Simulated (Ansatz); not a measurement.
**How methods differ on SiH4O4 (orthosilicic acid)**

SiH4O4: 9 atoms, total charge 0, spin state singlet. SMILES: `O[Si](O)(O)O`. Geometry: optimised at B3LYP/def2-SVP. This is one conformer, not always the lowest.

```xyz
9

O    -0.9818    0.7892   -1.0702
Si    0.0000    0.0000    0.0000
O     1.5475    0.4390   -0.3801
O    -0.0411   -1.6513   -0.0589
O    -0.5247    0.4231    1.5092
H    -0.6182    0.9152   -1.9545
H     2.2373   -0.1665   -0.0838
H    -0.7505   -2.0688    0.4437
H    -0.8686    1.3201    1.5946
```

Each level gives the dissociation energy of the H9–O5 bond into doublet H and doublet SiH3O4 (shapes relaxed at B3LYP/def2-SVP, no zero-point term) (eV). The values are calculated.

```json
{"level": "HF/def2-SVP", "kind": "Hartree–Fock", "program": "Ansatz", "value (eV)": "4.02", "less CCSD(T)/def2-SVP": "-1.28"}
{"level": "SVWN5/def2-SVP", "kind": "LDA", "program": "Ansatz", "value (eV)": "5.93", "less CCSD(T)/def2-SVP": "+0.63"}
{"level": "BLYP/def2-SVP", "kind": "GGA", "program": "Ansatz", "value (eV)": "5.11", "less CCSD(T)/def2-SVP": "-0.19"}
{"level": "r2SCAN/def2-SVP", "kind": "meta-GGA", "program": "Ansatz", "value (eV)": "5.24", "less CCSD(T)/def2-SVP": "-0.06"}
{"level": "wB97M-V/def2-SVP", "kind": "range-separated hybrid", "program": "Ansatz", "value (eV)": "5.50", "less CCSD(T)/def2-SVP": "+0.20"}
{"level": "RPA@PBE/def2-SVP", "kind": "RPA", "program": "Ansatz", "value (eV)": "5.17", "less CCSD(T)/def2-SVP": "-0.13"}
{"level": "MP2/def2-SVP", "kind": "perturbation theory", "program": "Ansatz", "value (eV)": "5.46", "less CCSD(T)/def2-SVP": "+0.16"}
{"level": "CCSD(T)/def2-SVP", "kind": "coupled cluster or CI", "program": "Ansatz", "value (eV)": "5.30", "less CCSD(T)/def2-SVP": "0.00"}
```

CCSD(T)/def2-SVP is the highest level here, not the true value. The values span 4.02 to 5.93 eV. Hartree–Fock misses the correlation of the electron pair that is broken and comes out low. Measured bond enthalpies also hold zero-point and thermal terms, a few tenths of an eV less.
